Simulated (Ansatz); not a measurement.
Frontier orbitals of `[OH][Al-]([OH])([OH])[SeH2+]`.

Z-matrix (Å, degrees):
```
Al
O 1 1.709
O 1 1.710 2 119.4
O 1 1.710 2 118.0 3 -155.2
Se 1 2.674 2 95.6 3 100.3
H 2 0.955 1 120.7 3 145.3
H 3 0.955 1 120.9 2 -2.9
H 4 0.955 1 120.4 2 150.0
H 5 1.468 1 95.4 2 172.7
H 5 1.469 1 95.4 2 80.7
```

The species carries charge 0 and has multiplicity 1. Correlated methods include outer-core shells of Se, which these sets cover unevenly. Scalar relativity is left out up to krypton. Geometry: relaxed with PBE0-D4/def2-TZVP. It is one conformer, not always the lowest. Basis def2-TZVPP, Ansatz.

Orbital energies of one run (eV). Highest occupied ones, from the top: -10.18, -10.85, -10.90, -11.63, -11.66, -11.84, -12.17, -13.39, -14.88, -15.57, -15.61, -16.43, -23.82, -29.16. Empty: 1.39, 1.43, 2.38, 3.18, 3.23, 3.72.

Which functional gave them?
A. B97M-V
B. r2SCAN
C. LDA (SPW92)
D. ωB97M-V

D. HOMO energies: ωB97M-V -10.18, r2SCAN -6.79, LDA (SPW92) -6.64, B97M-V -6.86 eV.
